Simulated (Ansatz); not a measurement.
H2SZn, SMILES `[SH][ZnH]`. Total charge 0; spin multiplicity 1. The structure was optimised at the PBE0-D4/def2-TZVP level.

```xyz
4

S     0.250    1.448   -0.246
Zn   -0.571   -0.548    0.002
H     1.493    1.046    0.073
H    -1.171   -1.946    0.171
```

(1) What is the dipole moment at ωB97M-V/def2-TZVPP? (Best estimate.)

(2) And with PBE, r2SCAN, B3LYP? (Estimate.)

(3) Give the Mulliken charges with ωB97M-V, r2SCAN, B3LYP in def2-TZVPP. (An estimate is asked.)

Answers

(1) Computed: 1.18 D, with components (0.22, -1.12, 0.27) D in this frame, pointing from negative to positive charge.

(2) Ansatz gave: PBE 1.07 D, r2SCAN 1.16 D, B3LYP 1.12 D.

(3) Ansatz gave: 
```csv
atom,ωB97M-V,r2SCAN,B3LYP
S1,-0.32,-0.32,-0.30
Zn2,0.29,0.33,0.32
H3,0.11,0.10,0.10
H4,-0.08,-0.11,-0.11
```

B3LYP here is the variant with VWN-RPA as its local correlation; programs differ in this.
